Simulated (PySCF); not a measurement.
Two-dimensional NMR puzzle

Compound of formula C$_{5}$H$_{9}$N$_{3}$OSi. Correlations simulated from computed shifts and the bond graph:

HSQC (one-bond C–H):
| δH | δC |
| --- | --- |
| 9.38 | 156.7 |
| 4.34 | 58.5 |
| 2.63 | 22.4 |

COSY cross peaks (H two or three bonds apart, from the bond graph; peaks can be absent where the dihedral angle is near 90°):
| δH | δH |
| --- | --- |
| 4.43 | 4.34 |

HMBC (two and three bonds, from the bond graph):
| δH | δC |
| --- | --- |
| 9.38 | 158.0 |
| 4.43 | 58.5 |
| 4.34 | 169.4 |
| 2.63 | 169.4, 158.0 |

Carbons without hydrogens: δ 169.4, 158.0.

A single conformation, isolated molecule, no relativistic terms, equivalent nuclei averaged. Shieldings: GIAO PBE0/pcSseg-1; geometry from GFN2-xTB; PySCF.

Chemical shifts δ = σref − σ; ¹H (σref 31.72), ¹³C (σref 186.93) vs TMS, all at this level.

Exchangeable hydrogens are left out of these lists.

**Question.** Assemble the structure.

**Answer.** `Cc1ncnnc1OC[SiH3]`.

Mapped SMILES: `[CH3:1][c:2]1[n:3][cH:4][n:5][n:6][c:7]1[O:8][CH2:9][SiH3:10]`; H(Xn) means a hydrogen on atom n.

1. δC 169.4 is C7, an aromatic carbon bearing oxygen.
2. δC 158.0 is C2, a substituted aromatic carbon next to a ring nitrogen.
3. δC 156.7 is C4, an aromatic CH between two ring heteroatoms (δH 9.38).
4. δC 58.5 is C9, an sp3 CH2 bonded to O and Si (δH 4.34).
5. δC 22.4 is C1, a methyl carbon on an aromatic ring (δH 2.63).
6. HMBC from δH 9.38 reaches the proton-free carbon C2.
7. HMBC from δH 4.34 reaches the proton-free carbon C7.
8. HMBC from δH 2.63 reaches the proton-free carbons C7, C2.
9. COSY links 4.43–4.34.

The data come from this structure; uniqueness wasn't tested.

Shifts are as computed. Against solution values, carbons near 30 ppm lie about +3 ppm off and those near 130 ppm about +5 ppm. Of 1211 compounds with measured shifts, 218 miss one by over three times the rms of a fit or turn the order of signals round; such compounds aren't used in these exercises.
